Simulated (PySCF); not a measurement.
A GIAO shielding run with PySCF 2.14 (density fitting, non-relativistic, gas phase) on `C/C=C/[P@@H+](C)CCOC`, [C7H16OP]+:

```
$ OMP_NUM_THREADS=1 python probes_run.py task.json out

{"job": {"kind": "nmr", "xc": "PBE0", "basis": "pcSseg-1"}, "charge": 1, "multiplicity": 1}
C     -2.784404     1.776816     0.263528
C     -1.664800     0.850285     0.531251
C     -1.267406    -0.114875    -0.297581
P      0.041683    -1.257224     0.088739
C     -0.662565    -2.928042     0.027692
C      1.403499    -1.260616    -1.129598
C      1.966688     0.156804    -1.091132
O      1.545275     0.621331     0.176470
C      1.867291     1.971906     0.453105
H     -2.435001     2.807447     0.314901
H     -3.542066     1.665007     1.038976
H     -3.238486     1.597289    -0.707081
H     -1.149302     0.982908     1.474940
H     -1.753721    -0.291569    -1.250634
H      0.495181    -1.102932     1.372944
H      0.100917    -3.669354     0.261725
H     -1.472924    -3.009660     0.751473
H     -1.061967    -3.130744    -0.966262
H      1.018124    -1.548425    -2.110225
H      2.138426    -2.004523    -0.813187
H      3.059423     0.178689    -1.173489
H      1.545294     0.784362    -1.886882
H      1.500552     2.185046     1.454406
H      2.949571     2.121074     0.424991
H      1.389782     2.643145    -0.266453
```

Hardware: 1 thread of an Arm Neoverse V1, shared host. The job also computes population analyses, field gradients.

Question: How large is the calculation?

Answer: 80 electrons, 240 basis functions and 1263 auxiliary functions.

Question: How long does it take, and how much memory does it need?

Answer: 54 s of wall time, with 14 SCF cycles and 4 response iterations; peak memory 1.1 GiB. Times on a shared host scatter by some tens of per cent.
